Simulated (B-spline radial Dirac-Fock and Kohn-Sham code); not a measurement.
# Sm³⁺ 4p3/2: cross section and angular parameters

System: the Sm³⁺ ion, [Xe] 4f5; threshold 284.1 eV (orbital energy of the model). The computed values come from a radial finite-basis atomic code: Dirac-Hartree-Slater photoionisation with a Latter tail; cross sections with all multipoles, angular parameters from the dipole term and its interference with E2.

For linearly polarised light dσ/dΩ = σ/(4π) [1 + β P₂(cos θ) + (δ + γ cos²θ) sin θ cos φ], with θ from the polarisation vector and φ the angle between the beam and the projection of the electron momentum on the plane normal to the polarisation.

```csv
hν (eV),σ (kb),β,γ,δ
316,291,-0.288,-0.153,0.056
320,289,-0.230,-0.154,0.059
363,272,0.262,-0.087,0.070
400,256,0.541,0.008,0.066
412,251,0.611,0.039,0.064
444,237,0.764,0.108,0.058
483,221,0.909,0.173,0.050
498,215,0.956,0.192,0.047
584,183,1.165,0.260,0.032
1470,50.3,1.666,0.024,0.001
1486.9,49.4,1.669,0.020,0.001
1940,30.8,1.710,-0.033,0.002
4520,5.51,1.696,0.278,0.010
5190,4.03,1.677,0.399,0.012
5890,3.00,1.656,0.524,0.015
6000,2.87,1.653,0.544,0.016
8047.8,1.41,1.591,0.885,0.026
9100,1.03,1.561,1.045,0.032
9251.7,?,?,?,?
12900,0.412,1.457,1.525,0.058
15000,0.272,1.404,1.740,0.074
```

Question: Give the values at Ga Kα (9251.7 eV).

Answer: σ = 0.991 kb, β = 1.556, γ = 1.067, δ = 0.033.
